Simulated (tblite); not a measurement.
Compound: C₇H₅F₂ (doublet state).
SMILES with atom numbers: `[CH3:1][c:2]1[cH:3][c:4][c:5]([F:6])[c:7]([F:8])[cH:9]1` (hydrogens: H10, H11, H12 on C1; H13 on C3; H14 on C9)

Structure used (GFN2-xTB), in Å, numbered top down from 1:
```xyz
14
C7H5F2 angstrom
C     -2.1057    0.1972   -0.0658
C     -0.6306   -0.0510   -0.0219
C     -0.1380   -1.3593   -0.1250
C      1.2049   -1.5537   -0.0922
C      2.1317   -0.5588    0.0337
F      3.4524   -0.7832    0.0701
C      1.6384    0.7465    0.1282
F      2.4966    1.7742    0.2482
C      0.2772    0.9896    0.1021
H     -2.6362   -0.5294    0.5453
H     -2.3377    1.1964    0.2922
H     -2.4691    0.1051   -1.0890
H     -0.8238   -2.1855   -0.2291
H     -0.0609    2.0114    0.1810
```

All values are computed: GFN2-xTB (tblite) harmonic vibrations without scaling, gas phase. The method is semi-empirical: single wavenumbers can be off by several per cent or more. Open shells enter through the occupations alone, without spin polarisation, and single modes of such species can be off by tens of per cent. The optimisation stopped once no atom felt more than 0.01 eV/Å.

Lowest wavenumbers of the output (negative numbers stand for imaginary wavenumbers):
```
mode    cm-1
  1     -25.3
  2     120.9
  3     206.7
  4     250.2
  5     287.6
  6     327.3
  7     402.1
  8     448.9
  9     478.6
 10     522.5
```

Problem. Is this structure a minimum?

Solution. Not by this Hessian. 1 mode is imaginary beyond 20i (25i cm⁻¹), so at this level the point lies at or near a first-order saddle. The curvature is small, so loose convergence or finite differences may be the whole cause.

Problem. Which atoms move in the imaginary mode?

Solution. 25i: H12 (hydrogen on carbon) 36 %, H10 (hydrogen on carbon) 33 %, H11 (hydrogen on carbon) 29 %. These are shares of the mass-weighted motion.

Problem. What is the remedy?

Solution. Step along that mode in both directions, optimise again with tighter thresholds and repeat the frequencies. The zero-point energy of this point (60.1 kcal/mol) counts the 35 real modes alone, and thermal corrections from it aren't those of a minimum.
